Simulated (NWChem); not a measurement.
# diiodomethane (CH$_{2}$I$_{2}$); SMILES ICI

Program: NWChem. Geometry: optimised at PBE0/def2-SVP. No frequency run checked for a minimum. def2 effective core potentials on I; no spin-orbit coupling. Level: PBE/def2-SVP with COSMO at NWChem's default radii, gas-phase geometry; the question gives the dielectric constant.

Problem. What does the run give for dielectric constant 25.0? Quantities: electrostatic solvation energy (kcal/mol); dipole in solution (D).

Solution. 
```json
{
 "electrostatic solvation energy (kcal/mol)": "-3.1",
 "dipole in solution (D)": "1.53"
}
```
